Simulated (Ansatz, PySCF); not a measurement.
System: H$_{5}$S (charge 0, doublet). 
Coordinates optimised at B3LYP-D3(BJ)/def2-TZVP (Ansatz, a first-principles code):
SMILES: [H][S@OH19]([H])([H])([H])[H]
```xyz
6

S      0.0688    -0.0002     0.0009
H     -1.2769     0.0031    -0.0169
H      0.0473     1.4810     0.0119
H      0.0404    -1.4812    -0.0107
H      0.0242    -0.0114     1.4816
H      0.0635     0.0112    -1.4804
```
Charge 0, spin multiplicity 2.

Dipole moments at this geometry, in debye (magnitudes).

```csv
level,program,dipole (D)
HF/def2-TZVPD,PySCF,0.64
B3LYP/def2-TZVPD,Ansatz,0.60
PW6B95/def2-TZVPD,PySCF,0.62
M06-2X/def2-TZVPD,PySCF,0.63
wB97X-V/def2-TZVPD,Ansatz,[?]
CCSD(T)/aug-cc-pV(D+d)Z,Ansatz,[?]
```

**Question.** Some entries are withheld; supply them.

**Answer.** 
- wB97X-V/def2-TZVPD, dipole (D): 0.66
- CCSD(T)/aug-cc-pV(D+d)Z, dipole (D): 0.55
